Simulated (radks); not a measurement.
Values are calculated unless marked as measured or tabulated.
Valence configurations of the carbon ion C+ (all share [He]). Level of theory: scalar-relativistic Kohn-Sham, PBEsol, spin-polarised, spherical densities, finite nucleus; open shells are filled with parallel spins first; Fermi nuclear charge, rms radius 2.4702 fm (a radial shooting solver on a logarithmic mesh with Libxc functionals). Energies are relative to 2s2 2p1; eigenvalues in eV for spin up.

| valence | E (eV) | moment (Bohr magnetons) | e(2p) | e(2s) |
|---|---|---|---|---|
| 2s2 2p1 | 0.000 | 1 | -17.647 | -26.366 |
| 2s1 2p2 | 4.709 | 3 | -18.570 | -27.370 |
| 2p3 | 13.480 | 3 | -18.620 | - |
| 2s1.5 2p1.5 | 2.949 | 2 | -18.226 | -26.989 |
| 2s0.5 2p2.5 | 9.101 | 3 | -18.597 | -27.368 |

NIST lists [He] 2s2 2p1 as the ground configuration; this level of theory agrees among the configurations tried. The energies are those of spherical high-spin densities, not of single terms.
